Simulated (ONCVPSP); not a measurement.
# Ranking ONCV potentials for Se

All share these settings but for the change named:

Se (Z = 34), optimised norm-conserving Vanderbilt (ONCV), made with ONCVPSP 4.0.1 (LDA (Perdew-Wang 92), scalar-relativistic). Core [Ar] 3d10, reference 4s2 4p2 (charge +2). Waves: 4s: rc 1.55 bohr, ncon 3, nbas 7, qcut 4.3 1/bohr, 1 projector; 4p: rc 1.25 bohr, ncon 3, nbas 7, qcut 6.5 1/bohr, local. Local part: the p channel. Core correction: Teter function, fcfact 3.75, rcfact 1.25.

Test errors are all-electron minus pseudo excitation energies from the reference, over 4s2 4p4; 4s2 4p3; 4s2 4p1; 4s2 4p0. None of these files shows a bound ghost.

The base gives 20.1 meV.

Of 7 variants that were run, those that failed, showed a ghost or another fault, or gave nearly equal values are left out.

A variant can come out equal or close to the base, since the largest error may sit in a test that the change hardly touches while other tests move.

(1) Rank these variants by their largest absolute test error, smallest first.
A. all radii but the core radius scaled by about 1.10 (s 1.70, p 1.38 bohr)
B. all radii but the core radius scaled by about 1.31 (s 2.04, p 1.64 bohr)
C. all radii but the core radius scaled by about 1.26 (s 1.96, p 1.58 bohr)
D. all radii but the core radius scaled by about 1.15 (s 1.78, p 1.44 bohr)

Answers

(1) A (19.2 meV), D (33.5 meV), C (68.6 meV), B (88.2 meV).
